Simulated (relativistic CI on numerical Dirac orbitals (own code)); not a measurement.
Calculated at this level of theory: Dirac-Coulomb-Breit CI, separate exchange-only KLI orbitals for each configuration, model QED, unscaled Slater integrals (own radial code, finite nucleus).

The strongest absorption lines from the ground level of an ion, among the configurations computed and to levels below about 10800 eV (vacuum wavelength in Å, gf): 1.1566 (0.11), 1.1671 (0.063), 1.4009 (0.00039), 1.5139 (0.39), 1.5383 (0.0071), 1.5585 (0.26), 12.614 (0.21), 75.617 (0.0091).

Q: Which ion is it?
A. Gd⁶²⁺
B. W⁷⁰⁺
C. Tm⁶⁵⁺
D. Gd⁶⁰⁺

A: D. Gd⁶⁰⁺ has 4 electrons and the ground level 2s2 1S_0; the strongest line goes to 2s.3p 1P°_1. The pattern of lines fixes the number of electrons, and along that sequence the line energies rise steadily with the charge (about as its square where n changes within one kind of shell, about linearly where n is kept but much faster in heavy ions where fine structure, which grows about as Z⁴, sets the gap, and irregularly where shells cross), which fixes Z. Configurations outside the model, such as inner-shell arrays, can give stronger lines. At this charge energies of transitions that change n are usually good to better than 1 %, and those within a shell (Δn = 0) to a few per cent.

LS names give the leading component of a level, which can be under half, so a name can repeat, a term be missing and a line seem to break the LS rules.
